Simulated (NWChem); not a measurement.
Molecule: CH6O3Si; SMILES C[Si](O)(O)O

```xyz
11

C     -0.0596     1.7834    -0.0247
Si     0.0253    -0.0666    -0.0519
O     -0.5491    -0.5221    -1.5377
O     -0.8218    -0.7711     1.1983
O      1.5628    -0.6500     0.1523
H     -1.0739     2.1400    -0.2621
H      0.2248     2.1786     0.9619
H      0.6251     2.2066    -0.7752
H     -0.3619    -1.4310    -1.7913
H     -1.7568    -0.5607     1.2664
H      1.6945    -1.1455     0.9659
```
Atoms are numbered in this order, from 1.

All runs: NWChem. Pople sets run with spherical d functions. Coordinates come from a PBE0/def2-SVP optimisation. Vzz is the largest principal value of the second derivative of the potential at the nucleus (NWChem prints the opposite sign); η is the asymmetry. Non-relativistic.

| level | Vzz O3 (a.u.) | η O3 | Vzz O4 (a.u.) | η O4 | Vzz O5 (a.u.) | η O5 |
|---|---|---|---|---|---|---|
| Hartree-Fock/def2-SVP | 1.503 | 0.51 | 1.526 | 0.54 | 1.518 | 0.51 |
| Hartree-Fock/def2-TZVP | 1.452 | 0.50 | 1.471 | 0.54 | 1.464 | 0.49 |
| PBE/6-31G* | … | 0.51 | … | 0.56 | … | 0.55 |
| PBE/def2-SVP | 1.395 | 0.49 | 1.422 | 0.56 | 1.408 | 0.53 |

Q: Some entries are withheld; supply them.

A: 
- PBE/6-31G*, Vzz O3 (a.u.): 1.334
- PBE/6-31G*, Vzz O4 (a.u.): 1.366
- PBE/6-31G*, Vzz O5 (a.u.): 1.344
